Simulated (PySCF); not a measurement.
How methods differ on the interval between two levels of P

P [Ne] 3s2 3p3 [4S3/2, M_J = 3/2] → P [Ne] 3s1 3p4 [4P5/2, M_J = 5/2], as a difference of total energies. Computed with PySCF 2.14 in x2c-TZVPall-2c (5s6p2d1f, 40 functions), with the two-component X2C-1e Hamiltonian. Correlated levels: [Ne] frozen; the 6 highest virtual spinors dropped. "Screened" scales the spin-orbit matrix elements by Boettger's factors to mimic the two-electron term; Breit and QED terms are absent.

```tsv
method	interval between two levels (cm⁻¹)
GHF (spin-free)	65191
GMP2 (spin-free)	65558
GHF (screened spin-orbit)	65080
GMP2 (screened spin-orbit)	65435
```

Errors of the correlated levels include the incompleteness of this basis and the frozen core.

The labels give the starting determinants; with spin-orbit coupling the two ends relaxed to ⟨J²⟩ = 3.75, ⟨L²⟩ = 0.00, ⟨S²⟩ = 3.75 and ⟨J²⟩ = 8.78, ⟨L²⟩ = 2.00, ⟨S²⟩ = 3.78.

For comparison: 59535 cm⁻¹ (measured; NIST Handbook of Basic Atomic Spectroscopic Data (Sansonetti and Martin, J. Phys. Chem. Ref. Data 34, 1559 (2005))).
